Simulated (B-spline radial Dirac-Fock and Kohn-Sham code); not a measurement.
## Lu: input and output of one calculation

ΔSCF core binding energies without Breit or QED terms, calculated with a B-spline atomic structure program. Keys: rel is the Hamiltonian (dirac, or spin-free x2c and nr, where L3 and M5 stand for the whole 2p and 3d shells), method is hf or an exchange,correlation pair (spin-unpolarised, also for the hole states), nuc the nuclear model, radius_factor scales its radius, rmax is the box in bohr, h the logarithmic mesh step, order the B-spline order, points the quadrature points per cell, c_factor scales the speed of light, and damp, ndamp, maxit and tol steer the iteration. The run stops when the commutator error falls below 10·tol·max(1, Z/10), or the numerical noise floor, and the energy has settled to about 1e-8 Ha; the virial ratio is −V/T.

Input (task.json):

```json
{"items": [{"Z": 71, "q": 0, "cfg": [[1, 0, 2], [2, 0, 2], [2, 1, 6], [3, 0, 2], [3, 1, 6], [3, 2, 10], [4, 0, 2], [4, 1, 6], [4, 2, 10], [4, 3, 14], [5, 0, 2], [5, 1, 6], [5, 2, 1], [6, 0, 2]], "A": 175, "rrms": 5.37, "do": "settings", "holes": ["K", "L3", "M5"],
  "settings": [{"rel": "dirac", "method": "hf", "nuc": "fermi", "radius_factor": 0.5, "rmax": 45.0, "h": 0.3, "order": 8, "points": 10, "c_factor": 1.0, "maxit": 60, "damp": 0.5, "ndamp": 3, "tol": 1e-08}]}]}
```

Command: `python xray2_run.py task.json out`

Ground-state iterations:

```
iter   energy (Ha)        error
   1   -14572.39447514  2.20e+00
   2   -14440.40937203  1.58e+00
   3   -14544.49096961  1.42e+00
   4   -14572.62095212  2.37e-01
   5   -14573.33749937  1.08e-01
   6   -14573.56599584  1.19e-01
   7   -14573.74969963  1.19e-02
   8   -14573.75462391  3.25e-03
   9   -14573.75518832  6.71e-04
  10   -14573.75521773  1.29e-04
  11   -14573.75521892  3.17e-05
  12   -14573.75521900  3.74e-06
  13   -14573.75521900  4.74e-07
```

The ground state converged in 13 iterations, with total energy -14573.75522 Ha, virial ratio 1.89723 and highest orbital energy -5.03 eV. ΔSCF binding energies: K (1s) 63635.7 eV, L3 (2p3/2) 9275.6 eV, M5 (3d5/2) 1598.5 eV.
